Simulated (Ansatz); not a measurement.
CuF (`[F][Cu]`). Charge 0, multiplicity 1.

Bond lengths: F1–Cu2 1.765 Å.

(1) List the harmonic frequencies (cm⁻¹, unscaled) at PBE0-D4/def2-TZVP in Ansatz. (Best estimate.)

(2) Is this a minimum?

(3) Give the ideal-gas thermochemistry at 298.15 K and 1 bar (rigid rotor, harmonic oscillator; point group C∞v, symmetry number 1).

(4) Rotational constants (cm⁻¹)?

Results:

(1) Computed: 593.

(2) Yes, all 1 modes are real.

(3) Zero-point energy 3.5 kJ/mol; H(298) − E = 12.7 kJ/mol; entropy 226.8 J/(mol·K), of which translation 163.9, rotation 60.9, vibration 1.9; G(298) − E = -55.0 kJ/mol.

(4) 0.3701.
